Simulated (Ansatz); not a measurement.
One change: `[OH][Ga]([OH])[SH]` becomes `[CH3][Ga]([OH])[OH]`.

Ansatz, PBE0-D4/def2-TZVP geometries, multiplicity 1. Each molecule was computed in one conformer, which needn't be the lowest.

Scalar relativity is left out up to krypton.

| property | `[OH][Ga]([OH])[SH]` |
| --- | --- |
| HOMO–LUMO gap (PBE/def2-TZVPP) / eV | 4.84 |
| LUMO energy (PBE0/def2-TZVPP) / eV | -0.82 |
| HOMO energy (B3LYP/def2-TZVPP) / eV | -7.62 |
| size of the dipole moment (ωB97M-V/def2-TZVPP) / D | 0.69 |
| size of the dipole moment (B3LYP/def2-TZVPP) / D | 0.68 |
| LUMO energy (PBE/def2-TZVPP) / eV | -1.75 |

**Question.** Give the same properties after the change, and the shifts. (An estimate is asked.)

**Answer.** The calculation gave: 
| property | `[CH3][Ga]([OH])[OH]` | shift |
| --- | --- | --- |
| HOMO–LUMO gap (PBE/def2-TZVPP) / eV | 5.72 | 0.88 |
| LUMO energy (PBE0/def2-TZVPP) / eV | -0.23 | 0.59 |
| HOMO energy (B3LYP/def2-TZVPP) / eV | -8.25 | -0.63 |
| size of the dipole moment (ωB97M-V/def2-TZVPP) / D | 0.56 | -0.13 |
| size of the dipole moment (B3LYP/def2-TZVPP) / D | 0.52 | -0.16 |
| LUMO energy (PBE/def2-TZVPP) / eV | -1.11 | 0.64 |

With PBE0 the HOMO falls by 0.65 eV and the LUMO rises by 0.59 eV, so the gap widens by about 1.24 eV. PBE moves the HOMO by -0.24 eV and ωB97M-V by -0.93 eV. Dipoles are sizes alone; their direction can turn.

B3LYP here is the variant with VWN-RPA as its local correlation; programs differ in this.
